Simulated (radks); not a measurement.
The numbers below are computed, except where a source is named.
Charge is removed step by step from the 5s up level of Rb, starting from [Kr] 5s(up 1, down 0). Level of theory: scalar-relativistic Kohn-Sham, LDA (Slater exchange, Perdew-Wang correlation), spin-polarised, spherical densities, finite nucleus; Fermi nuclear charge, rms radius 4.2036 fm (a radial shooting solver on a logarithmic mesh with Libxc functionals).

removed (e)  E - E(0) (eV)  eigenvalue (eV)  E minus straight line (eV)
0                    0.000           -2.546                       0.000
0.125                0.347           -3.011                      -0.203
0.25                 0.753           -3.483                      -0.348
0.375                1.218           -3.958                      -0.434
0.5                  1.743           -4.434                      -0.460
0.625                2.326           -4.904                      -0.427
0.75                 2.968           -5.357                      -0.336
0.875                3.664           -5.769                      -0.190
1                    4.405           -6.017                       0.000

Removing the whole electron costs 4.405 eV by Delta-SCF, against 2.546 eV from minus the eigenvalue at the starting occupation. Slater's transition state (half an electron removed) gives 4.434 eV. Integrating minus the eigenvalue over the occupation (Janak's theorem) gives 4.403 eV. In this scalar-relativistic scheme the density is built from large components alone, so the theorem holds only approximately. The mean slope of the eigenvalue, de/dn, is 3.47 eV per electron. Ionisation energy of Rb in the NIST Atomic Spectra Database: 4.177 eV (measured).
